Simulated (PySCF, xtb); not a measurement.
1,3,5-trisilacyclohexane (C₃H₁₂Si₃), SMILES [SiH2]1C[SiH2]C[SiH2]C1. Other conformers were not sampled.

Harmonic wavenumbers (cm⁻¹) from GFN2-xTB run with xtb at its own minimum, in rising order: 102, 102, 166, 202, 202, 280, 448, 448, 467, 548, 548, 552, 601, 601, 635, 648, 692, 692, 727, 763, 763, 786, 786, 811, 829, 829, 835, 1002, 1022, 1022, 1121, 1137, 1137, 1461, 1461, 1468, 2161, 2162, 2171, 2200, 2201, 2216, 2971, 2971, 2976, 2992, 2996, 2996.

### Question
What does PBE0-D3(BJ)/def2-SVP (PySCF) give at its own minimum? (An estimate is asked for; the answer gives what the named calculation found.)

### Answer
113, 113, 187, 220, 220, 290, 482, 482, 516, 566, 566, 596, 596, 645, 685, 725, 744, 744, 772, 802, 809, 809, 899, 899, 946, 946, 960, 973, 1023, 1023, 1060, 1072, 1072, 1368, 1368, 1384, 2205, 2205, 2209, 2211, 2211, 2221, 3065, 3065, 3065, 3133, 3134, 3134. Paired by order, the mean absolute difference is 55 cm⁻¹ and the zero-point energies are 81.4 and 83.7 kcal/mol.
